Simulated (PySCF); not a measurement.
HO, doublet, at a GFN2-xTB geometry. Base run: PySCF with CCSD(T)/pcseg-1.

The PySCF input:
```python
from pyscf import gto, scf, cc

mol = gto.M(
    atom='''
O    -0.000000   -0.000000   -0.107036
H     0.000000    0.000000    0.856289
''',
    basis='pcseg-1',
    charge=0,
    spin=1,
    verbose=4,
)

mf = scf.UHF(mol)
mf.kernel()

mycc = cc.CCSD(mf)
mycc.kernel()
et = mycc.ccsd_t()
print('E(CCSD(T)) = %.10f' % (mycc.e_tot + et))
```

Variants of this job, named by their change:

```csv
change,ΔE vs base (mEh),MP2 correlation (Eh),CC correlation without the perturbative part (Eh),basis functions
base,0.000,-0.15143,-0.16532,19
frozen = 1,1.661,-0.14959,-0.16368,19
cc.conv_tol = 1e-9,0.000,-0.15143,-0.16532,19
cc.conv_tol = 1e-5,0.000,-0.15143,-0.16532,19
method = ccsd,1.665,-0.15143,-0.16532,19
cc.level_shift = 0.2,0.000,-0.15143,-0.16532,19
cc.iterative_damping = 0.8,0.000,-0.15143,-0.16532,19
method = mp2,(withheld),-0.15143,-,19
frozen = 2,(withheld),(withheld),(withheld),19
cart = on,(withheld),(withheld),(withheld),(withheld)
```

Q: What belongs in the gaps?

A: 
- method = mp2, ΔE vs base (mEh): 15.547
- frozen = 2, ΔE vs base (mEh): 63.043
- frozen = 2, MP2 correlation (Eh): -0.09458
- frozen = 2, CC correlation without the perturbative part (Eh): -0.10309
- cart = on, ΔE vs base (mEh): -3.206
- cart = on, MP2 correlation (Eh): -0.15390
- cart = on, CC correlation without the perturbative part (Eh): -0.16764
- cart = on, basis functions: 20

Open shells are given as the SCF converged; they aren't shown to be the lowest states, and a large step between rows can be another state.
